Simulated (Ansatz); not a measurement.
Ansatz (a program for electronic structure) input:

Ansatz 0.2 input:
```yaml
crystal:
  periodic: [false, false, false]
  atoms:
    - {symbol: C, position_ang: [2.41322780, -1.10307178, -0.08806572]}
    - {symbol: C, position_ang: [1.19992496, -0.23752597, -0.07526609]}
    - {symbol: C, position_ang: [1.20643896, 1.13695038, -0.21607905]}
    - {symbol: C, position_ang: [0.00612372, 1.83640947, -0.18777114]}
    - {symbol: C, position_ang: [-1.19875650, 1.16509843, -0.01922984]}
    - {symbol: C, position_ang: [-1.20139087, -0.20942332, 0.12126559]}
    - {symbol: C, position_ang: [-2.42042212, -1.04650347, 0.30753629]}
    - {symbol: N, position_ang: [-0.00278418, -0.84055264, 0.08617475]}
    - {symbol: H, position_ang: [3.30859407, -0.50136701, -0.21840888]}
    - {symbol: H, position_ang: [2.50524895, -1.65693331, 0.84919773]}
    - {symbol: H, position_ang: [2.36482586, -1.82733812, -0.90470258]}
    - {symbol: H, position_ang: [2.14801701, 1.64923531, -0.34642240]}
    - {symbol: H, position_ang: [0.00970345, 2.91281256, -0.29795045]}
    - {symbol: H, position_ang: [-2.13683147, 1.69938098, 0.00426387]}
    - {symbol: H, position_ang: [-2.37169354, -1.59985835, 1.24834294]}
    - {symbol: H, position_ang: [-2.52227957, -1.77014421, -0.50472560]}
    - {symbol: H, position_ang: [-3.31083399, -0.42389970, 0.32334715]}
    - {symbol: H, position_ang: [-0.00613729, -1.84962208, 0.18949472]}
basis:
  gaussian:
    orbitals: 6-31G*
hamiltonian:
  xc: {name: PBE0}
total_charge: 1
```

Question: What final total energy does it print?

Answer: -326.91793 Eh (PBE0/6-31G*).

It need not be the lowest isomer of its formula.
